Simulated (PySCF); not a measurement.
Radial density of Ga (gallium, neutral)

wB97X, [Ar] 3d10 4s2 5s1, 2S determinant (an excited configuration). Computed with PySCF 2.14 in aug-cc-pwCVDZ-PP with ECP10MDF, with a scalar-relativistic core potential. This is the valence pseudo-density: the core potential removes the inner electrons and smooths the orbitals near the nucleus.

| r (bohr) | 4πr²ρ (e/bohr) | 4πr²(ρα − ρβ) |
| --- | --- | --- |
| 0.00178 | 1.299e-05 | 0.0000 |
| 0.00300 | 3.639e-05 | 0.0000 |
| 0.00505 | 0.0001001 | 0.0000 |
| 0.00849 | 0.0002626 | 0.0000 |
| 0.0143 | 0.0006205 | 0.0000 |
| 0.0240 | 0.001319 | 0.0000 |
| 0.0404 | 0.004162 | 0.0000 |
| 0.0679 | 0.03661 | 0.0000 |
| 0.114 | 0.3961 | 0.0000 |
| 0.192 | 2.771 | 0.0000 |
| 0.323 | 12.98 | 0.0031 |
| 0.544 | 26.70 | 0.0068 |
| 0.915 | 13.42 | 0.0031 |
| 1.54 | 2.902 | 0.0380 |
| 2.59 | 0.8745 | 0.0006 |
| 4.35 | 0.1636 | 0.0924 |
| 7.32 | 0.1873 | 0.1871 |
| 12.3 | 0.008028 | 0.0080 |

Energies and moments cover only the electrons outside the core potential. The outer electron is Rydberg-like, and this basis confines it to a smaller radius and binds it less than a complete one would.
